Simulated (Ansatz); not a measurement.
Basis sets compared for (ZnO)2 ring (Zn₂O₂). The state is a singlet with charge 0. Geometry r2SCAN-D4/def2-SVP. Ansatz on 4 threads of Arm Neoverse V1 on a shared host; times are rough, and most runs start from earlier orbitals.

```xyz
4

Zn    1.117    0.259   -0.054
O     0.137   -0.844   -1.214
Zn   -1.117   -0.259    0.054
O    -0.137    0.844    1.214
```

Binding counts from free atoms (Zn singlet, O triplet) in the same basis, without a counterpoise term.

```json
{"level": "HF/STO-3G", "functions": "46", "energy (Eh)": "-3662.2822", "HOMO (eV)": "-5.87", "LUMO (eV)": "4.64", "binding per atom (eV)": "2.17", "wall time": "0.6 s"}
{"level": "HF/def2-TZVP", "functions": "158", "energy (Eh)": "-3705.2985", "HOMO (eV)": "-9.96", "LUMO (eV)": "-0.57", "binding per atom (eV)": "0.36", "wall time": "1.6 s"}
{"level": "PBE-D4/def2-SVP", "functions": "90", "energy (Eh)": "-3707.8441", "HOMO (eV)": "-4.71", "LUMO (eV)": "-3.79", "binding per atom (eV)": "2.09", "wall time": "0.8 s"}
{"level": "PBE-D4/def2-TZVP", "functions": "158", "energy (Eh)": "-3708.5703", "HOMO (eV)": "-5.55", "LUMO (eV)": "-4.32", "binding per atom (eV)": "1.98", "wall time": "1.5 s"}
{"level": "r2SCAN-D4/def2-TZVP", "functions": "158", "energy (Eh)": "-3709.1470", "HOMO (eV)": "-5.69", "LUMO (eV)": "-4.08", "binding per atom (eV)": "1.92", "wall time": "3.3 s"}
{"level": "PBE0-D4/def2-SVP", "functions": "90", "energy (Eh)": "-3707.8737", "HOMO (eV)": "-6.07", "LUMO (eV)": "-2.96", "binding per atom (eV)": "1.78", "wall time": "1.2 s"}
{"level": "PBE0-D4/def2-TZVP", "functions": "158", "energy (Eh)": "-3708.5810", "HOMO (eV)": "-6.77", "LUMO (eV)": "-3.43", "binding per atom (eV)": "1.74", "wall time": "2.3 s"}
```

Task: Estimate the rows for PBE-D4/def2-TZVPD, r2SCAN-D4/def2-TZVPD, PBE0-D4/def2-TZVPD.

Result: 
```json
{"level": "PBE-D4/def2-TZVPD", "functions": "182", "energy (Eh)": "-3708.5743", "HOMO (eV)": "-5.62", "LUMO (eV)": "-4.35", "binding per atom (eV)": "1.99", "wall time": "2 s"}
{"level": "r2SCAN-D4/def2-TZVPD", "functions": "182", "energy (Eh)": "-3709.1506", "HOMO (eV)": "-5.74", "LUMO (eV)": "-4.10", "binding per atom (eV)": "1.93", "wall time": "4.2 s"}
{"level": "PBE0-D4/def2-TZVPD", "functions": "182", "energy (Eh)": "-3708.5848", "HOMO (eV)": "-6.83", "LUMO (eV)": "-3.46", "binding per atom (eV)": "1.75", "wall time": "3 s"}
```
